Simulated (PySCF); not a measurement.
Geometry (Å), atoms numbered from 1 in this order:
```xyz
16

C    -0.5760   -1.2161    1.1316
Si    0.0076    0.0712   -0.1113
C    -0.2373    1.8002    0.5904
C     1.8197   -0.2141   -0.5304
P    -1.1601   -0.0334   -2.0632
H    -1.6384   -1.0723    1.3830
H     0.0073   -1.1469    2.0648
H    -0.4573   -2.2357    0.7329
H    -1.2964    1.9880    0.8275
H     0.0930    2.5707   -0.1232
H     0.3418    1.9241    1.5201
H     2.4418   -0.1270    0.3754
H     1.9790   -1.2182   -0.9540
H     2.1804    0.5248   -1.2626
H    -2.4335   -0.1094   -1.4151
H    -1.0375   -1.4542   -2.1780
```

How the numbers were obtained: shielding tensors at PBE0/pcSseg-1 (GIAO), PBE0-D3(BJ)/def2-SVP geometry, in PySCF 2.14.0 with density-fitted response routines (no relativistic terms, averaged over atoms made equivalent by symmetry, fast rotation or ring inversion, isolated molecule, a single conformation).

Chemical shifts δ = σref − σ; ¹³C and ¹H and ²⁹Si vs TMS; H3PO4 for ³¹P, all at this level.

```json
{"atoms": "C1/C3/C4", "nucleus": "¹³C", "count": "3", "Hirshfeld charge": "-0.22", "δ (ppm)": "2.4"}
{"atoms": "H15/H16", "nucleus": "¹H", "count": "2", "Hirshfeld charge": "-0.01", "δ (ppm)": "1.39"}
{"atoms": "P5", "nucleus": "³¹P", "count": "1", "Hirshfeld charge": "-0.05", "δ (ppm)": "?"}
{"atoms": "Si2", "nucleus": "²⁹Si", "count": "1", "Hirshfeld charge": "0.36", "δ (ppm)": "7.0"}
{"atoms": "H6/H7/H8/H9/H10/H11/H12/H13/H14", "nucleus": "¹H", "count": "9", "Hirshfeld charge": "0.04", "δ (ppm)": "?"}
```

**Question.** Fill in the missing shifts.

**Answer.** 
- H6/H7/H8/H9/H10/H11/H12/H13/H14: 0.20 ppm, hydrogen on a methyl carbon bonded to Si; an electropositive neighbour shields it, as in TMS itself
- P5: -264.9 ppm, phosphorus bonded to Si, 2 H

Shifts are as computed. Against solution values, carbons near 30 ppm lie about +2 ppm off and those near 130 ppm about +5 ppm. Of 1211 compounds with measured shifts, 218 miss one by over three times the rms of a fit or turn the order of signals round; such compounds aren't used in these exercises. Experimental scales use liquid or dissolved standards, which lie at an offset from isolated H3PO4.
